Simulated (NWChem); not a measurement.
# A calculation on C$_{2}$H$_{6}$OSi$_{2}$

```
Si
H 1 1.4940
H 1 1.4940 2 107.82
C 1 1.8721 2 114.61 3 -128.93
C 4 1.3521 1 115.78 2 -117.27
O 5 1.3556 4 124.91 1 0.00
H 4 1.0934 5 117.97 6 180.00
H 5 1.0971 4 123.30 7 0.00
Si 6 1.7252 5 117.78 8 180.00
H 9 1.4896 6 107.93 5 121.21
H 9 1.4896 10 108.93 6 -116.94
```
Charge 0, spin multiplicity 1.

Program: NWChem. The geometry was optimised at B3LYP/def2-SVP, a minimum by its harmonic frequencies. It is one conformer; others weren't searched.

The structure started from a generated list of species. The stability of the SCF solutions was not checked. Open-shell Hartree-Fock references start from PBE0 orbitals.

Worked example. At MP2/def2-SVP the molecule has a total energy of -732.29537 Ha and the free atoms (multiplicities C 3, Si 3, O 3, H 2) C -37.69532, H -0.49928, Si -288.79662, O -74.82140 Ha. The electronic atomisation energy is the atoms' sum less the molecule's energy.

2·(-37.69532) + 2·(-288.79662) + 1·(-74.82140) + 6·(-0.49928) = -730.80096 Ha for the atoms; less the molecule's energy this leaves 1.49441 Ha, or 937.8 kcal/mol (3924 kJ/mol), without zero-point, thermal or spin-orbit terms. For one electron MP2 and coupled cluster equal Hartree-Fock, which gives the hydrogen atom's value.
